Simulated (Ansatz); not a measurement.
`[NH2][In]([SH])[O][SiH3]` and `C[O][In]([NH2])[SH]` differ in one atom or group.

Ansatz, PBE0-D4/def2-TZVP geometries, multiplicity 1. Each molecule was computed in one conformer, which needn't be the lowest.

Elements past krypton have def2 core potentials.

```json
{"property": "size of the dipole moment (PBE/def2-TZVPP) / D", "`[NH2][In]([SH])[O][SiH3]`": "1.95"}
{"property": "HOMO–LUMO gap (ωB97M-V/def2-TZVPP) / eV", "`[NH2][In]([SH])[O][SiH3]`": "10.06"}
{"property": "size of the dipole moment (ωB97M-V/def2-TZVPP) / D", "`[NH2][In]([SH])[O][SiH3]`": "1.97"}
{"property": "HOMO energy (PBE/def2-TZVPP) / eV", "`[NH2][In]([SH])[O][SiH3]`": "-6.29"}
{"property": "HOMO–LUMO gap (PBE0/def2-TZVPP) / eV", "`[NH2][In]([SH])[O][SiH3]`": "6.01"}
{"property": "LUMO energy (PBE/def2-TZVPP) / eV", "`[NH2][In]([SH])[O][SiH3]`": "-2.49"}
```

(1) Give the same properties after the change, and the shifts. (Estimate.)

Results:

(1) Computed: 
```json
{"property": "size of the dipole moment (PBE/def2-TZVPP) / D", "`C[O][In]([NH2])[SH]`": "1.00", "shift": "-0.95"}
{"property": "HOMO–LUMO gap (ωB97M-V/def2-TZVPP) / eV", "`C[O][In]([NH2])[SH]`": "10.11", "shift": "0.05"}
{"property": "size of the dipole moment (ωB97M-V/def2-TZVPP) / D", "`C[O][In]([NH2])[SH]`": "1.09", "shift": "-0.88"}
{"property": "HOMO energy (PBE/def2-TZVPP) / eV", "`C[O][In]([NH2])[SH]`": "-5.90", "shift": "0.39"}
{"property": "HOMO–LUMO gap (PBE0/def2-TZVPP) / eV", "`C[O][In]([NH2])[SH]`": "6.03", "shift": "0.02"}
{"property": "LUMO energy (PBE/def2-TZVPP) / eV", "`C[O][In]([NH2])[SH]`": "-2.22", "shift": "0.27"}
```

Dipoles are sizes alone; their direction can turn.
